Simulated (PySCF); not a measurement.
Dipole response of C⁺ (carbon, charge +1)

[He] 2s2 2p1, 2P determinant. Calculation: PySCF 2.14, in aug-cc-pVTZ with one added diffuse shell each of s, p, d, f type (6s5p4d3f, 62 functions); the non-relativistic Hamiltonian (point nucleus). Coupled (time-dependent) response in atomic units; α is the mean over directions.

```json
{"method": "UHF", "mean α (bohr³)": "6.302", "α xx, yy, zz": "6.376, 6.153, 6.376", "C₆ (like pair)": "14.99", "S(−4)": "39.91"}
{"method": "PBE", "mean α (bohr³)": "6.110", "α xx, yy, zz": "6.147, 6.035, 6.147", "C₆ (like pair)": "14.75", "S(−4)": "28.36"}
{"method": "PBE0", "mean α (bohr³)": "6.087", "α xx, yy, zz": "6.142, 5.977, 6.142", "C₆ (like pair)": "14.63", "S(−4)": "28.75"}
{"method": "BLYP", "mean α (bohr³)": "6.095", "α xx, yy, zz": "6.154, 5.978, 6.154", "C₆ (like pair)": "14.63", "S(−4)": "28.43"}
{"method": "wB97M-V", "mean α (bohr³)": "6.073", "α xx, yy, zz": "6.160, 5.899, 6.160", "C₆ (like pair)": "14.57", "S(−4)": "27.03"}
```

S(−4) is the Cauchy moment in α(ω) = α(0) + S(−4) ω² + …

α(iu) at wB97M-V:

| u (hartree) | α(iu) (bohr³) |
| --- | --- |
| 0 | 6.073 |
| 0.0500 | 6.006 |
| 0.100 | 5.817 |
| 0.200 | 5.186 |
| 0.300 | 4.432 |
| 0.500 | 3.123 |
| 0.750 | 2.071 |
| 1.00 | 1.452 |
| 1.50 | 0.8194 |
| 2.00 | 0.5248 |
| 3.00 | 0.2687 |
| 5.00 | 0.1103 |

For an ion, C₆ is the dispersion term alone; charge-induced terms of lower order in 1/R come first.

The components differ because the open shell of this determinant is not spherical; for a pure term their mean is the scalar polarisability.
